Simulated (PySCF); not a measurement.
# Correlation energy of Ni²⁴⁺ (nickel, charge +24)

[He] 2s2, closed-shell 1S. All numbers are calculated (PySCF 2.14, the non-relativistic Hamiltonian (point nucleus), in an uncontracted even-tempered set (17 s from 6.5 bohr⁻², ratio 2.2; 8 p from 10 bohr⁻², ratio 2.4; 6 d from 30 bohr⁻², ratio 2.4; 5 f from 45 bohr⁻², ratio 2.4; 4 g from 68 bohr⁻², ratio 2.4)). Frozen: nothing; 4 electrons correlated; the 8 highest virtual orbitals of each spin left out.

MP2 pair energies summed by pair of shells (mhartree):

```json
{"pair": "2s-2s", "energy": "-184.52", "share (%)": "76.5"}
{"pair": "1s-1s", "energy": "-41.32", "share (%)": "17.1"}
{"pair": "1s-2s", "energy": "-15.36", "share (%)": "6.4"}
```

Total MP2 correlation energy: -241.20 mhartree.

Same-spin part -3.85 and opposite-spin part -237.36 mhartree; SCS-MP2 scales them by 1/3 and 6/5 to -286.11 mhartree.

MP2 falls well short for the outer s pair, which is nearly degenerate with np².
